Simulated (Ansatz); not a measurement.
One change: `OCC1CC1` becomes `[SiH3]C1CC1`.

Ansatz, PBE0-D4/def2-TZVP geometries, multiplicity 1. Each molecule was computed in one conformer, which needn't be the lowest.

```tsv
property	`OCC1CC1`
LUMO energy (ωB97M-V/def2-TZVPP) / eV	2.64
LUMO energy (B3LYP/def2-TZVPP) / eV	0.85
LUMO energy (PBE0/def2-TZVPP) / eV	1.22
HOMO energy (PBE0/def2-TZVPP) / eV	-7.74
HOMO energy (B3LYP/def2-TZVPP) / eV	-7.50
HOMO–LUMO gap (ωB97M-V/def2-TZVPP) / eV	12.80
```

Give the same properties after the change, and the shifts. (Best estimate.)

Ansatz gave: 
```tsv
property	`[SiH3]C1CC1`	shift
LUMO energy (ωB97M-V/def2-TZVPP) / eV	2.42	-0.22
LUMO energy (B3LYP/def2-TZVPP) / eV	0.64	-0.21
LUMO energy (PBE0/def2-TZVPP) / eV	0.87	-0.35
HOMO energy (PBE0/def2-TZVPP) / eV	-8.31	-0.57
HOMO energy (B3LYP/def2-TZVPP) / eV	-8.08	-0.58
HOMO–LUMO gap (ωB97M-V/def2-TZVPP) / eV	12.99	0.19
```

With PBE0 the HOMO falls by 0.57 eV and the LUMO falls by 0.35 eV, so the gap widens by about 0.22 eV. PBE moves the HOMO by -0.96 eV and ωB97M-V by -0.41 eV.

B3LYP here is the variant with VWN-RPA as its local correlation; programs differ in this.
